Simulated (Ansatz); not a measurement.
Cost and result for the atomization energy of `C[SiH]I` radical (7 atoms, 6 bonds).

The species carries charge 0 and has multiplicity 2. Correlated methods include outer-core shells of I, which these sets cover unevenly. I: def2 effective core potential. The geometry is a stationary point of PBE0-D4/def2-TZVP. Program: Ansatz. All runs use 4 threads of a server CPU on a shared host. Times are those of one run each, without the atoms' runs, and a repeat can differ threefold. Electronic energies, without spin–orbit coupling; frozen cores. CCSD(T)/CBS adds CCSD(T) − MP2 in def2-TZVPP to the MP2 limit, and its time is that of the two runs behind it. T1 = 0.011; ⟨S²⟩ of the reference is 0.76. With those shells the extrapolation isn't a true limit. B3LYP takes the VWN-RPA correlation (the form of Gaussian; ORCA's B3LYP/G). HSE06 is the plane-wave form, built on full-range PBE exchange.

CCSD(T)/CBS is a level of theory with its own doubt, some kJ/mol a heavy atom from the limit and from the frozen cores, so smaller differences don't rank the functionals.

```csv
level,functions,wall time
BLYP-D4/def2-TZVPP,179,8.6 s
BHLYP-D4/def2-TZVPP,179,11 s
PBE0-D4/def2-TZVPP,179,13 s
HSE06-D4/def2-TZVPP,179,13 s
B3LYP-D4/def2-TZVPP (with forces),179,13 s
PBE-QIDH/def2-TZVPP,179,14 s
CCSD(T)/def2-SVP,78,15 s
B2PLYP/def2-TZVPP,179,16 s
r2SCAN-D4/def2-TZVPP (with forces),179,16 s
ωB97X-V/def2-TZVPP,179,24 s
MP2/def2-QZVPP,329,31 s
CCSD(T)/def2-TZVPP,179,3.7 min
CCSD(T)/CBS(def2),–,4.2 min
```

What atomization energy does each give, and how far from CCSD(T)/CBS? (An estimate is asked.)

The calculation gave: 
| level | atomization (kJ/mol) | difference from CCSD(T)/CBS | per bond |
| --- | --- | --- | --- |
| BLYP-D4/def2-TZVPP | 2164.2 | -24.4 | -4.1 |
| BHLYP-D4/def2-TZVPP | 2145.1 | -43.5 | -7.2 |
| PBE0-D4/def2-TZVPP | 2193.4 | 4.8 | 0.8 |
| HSE06-D4/def2-TZVPP | 2194.9 | 6.3 | 1.1 |
| B3LYP-D4/def2-TZVPP (with forces) | 2181.6 | -7.0 | -1.2 |
| PBE-QIDH/def2-TZVPP | 2179.6 | -9.0 | -1.5 |
| CCSD(T)/def2-SVP | 2044.1 | -144.5 | -24.1 |
| B2PLYP/def2-TZVPP | 2153.9 | -34.7 | -5.8 |
| r2SCAN-D4/def2-TZVPP (with forces) | 2203.5 | 14.9 | 2.5 |
| ωB97X-V/def2-TZVPP | 2186.7 | -1.9 | -0.3 |
| MP2/def2-QZVPP | 2183.5 | -5.1 | -0.8 |
| CCSD(T)/def2-TZVPP | 2126.1 | -62.5 | -10.4 |
| CCSD(T)/CBS(def2) | 2188.6 | 0.0 | 0.0 |

At CCSD(T), def2-SVP lies −144.5 kJ/mol from the extrapolated value and def2-TZVPP −62.5 kJ/mol: correlation converges slowly with the basis, and small sets miss more of it in the bonded molecule than in its fragments. From r2SCAN to r2SCAN0 (25 % exact exchange), in def2-TZVPP and without D4, the atomization energy moves by −19.1 kJ/mol: exact exchange takes away binding that semilocal exchange gives to molecules. In def2-TZVPP, CCSD(T) changes the Hartree–Fock value by +473.0 kJ/mol (the triples alone add +28.1 kJ/mol) and MP2 by +493.6 kJ/mol; breaking electron pairs costs correlation energy, which Hartree–Fock lacks.

Spin–orbit coupling would lower the free I atoms strongly, and the atomization energy with them, by more than many differences here.
